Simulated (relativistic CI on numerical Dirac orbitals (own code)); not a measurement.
**Hyperfine structure of Cs XLVIII, mass number 133**

Calculated at this level of theory: Dirac-Coulomb-Breit CI, orbitals from a KLI potential per configuration, model QED, unscaled Slater integrals (own radial code, finite nucleus).

Configurations in the expansion (outside the closed core 1s2): 2s²2p⁴, 2s2p⁵, 2p⁶, 2p⁵3s, 2p⁵3p, 2p⁵3d, 2s²2p³3s, 2s²2p³3p, 2s²2p³3d, 2s2p⁴3s, 2s2p⁴3p, 2s2p⁴3d, 2s²2p³4s, 2s²2p³4p, 2s²2p³4d, 2s²2p³4f. Levels of other configurations are missing.

Nuclear spin I = 7/2, μ = 2.5778 μN, Q = -0.0034 b (tables of Stone and Pyykkö). The electronic factors are computed for point nuclear moments, without core polarisation or the Bohr-Weisskopf and QED corrections.

| Level | E (eV) | A (GHz) | B (GHz) |
| --- | --- | --- | --- |
| 2s²2p⁴ ³P2 | 0.00 | 229.8 | -0.241 |
| 2s²2p⁴ ³P1 | 363.00 | -95.81 | 1.02 |
| 2s²2p⁴ ¹D2 | 380.03 | 566.3 | 2.28 |
| 2s2p⁵ ³P°2 | 630.34 | 1400 | 2.03 |
| 2s2p⁵ ¹P°1 | 685.58 | -889.7 | 0.614 |
| 2s2p⁵ ³P°1 | 1034.09 | 3179 | 0.404 |

Levels with J = 0, under 50 % of one LS term, or S terms without an open s electron are left out. Small factors come from cancelling terms and can be off by tens of per cent or more.

At this charge energies of transitions that change n are usually good to better than 1 %, and those within a shell (Δn = 0) to a few per cent.

(1) Give the hyperfine levels of 2s²2p⁴ ³P2 relative to its centre of gravity.

Answers

(1) With K = F(F + 1) − I(I + 1) − J(J + 1), E = AK/2 + B[¾K(K + 1) − I(I + 1)J(J + 1)]/[2I(2I − 1)J(2J − 1)]: F = 3/2: -2069, F = 5/2: -1494, F = 7/2: -689.4, F = 9/2: 344.8, F = 11/2: 1609 GHz.

LS names give the leading component of a level, which can be under half, so a name can repeat, a term be missing and a line seem to break the LS rules.
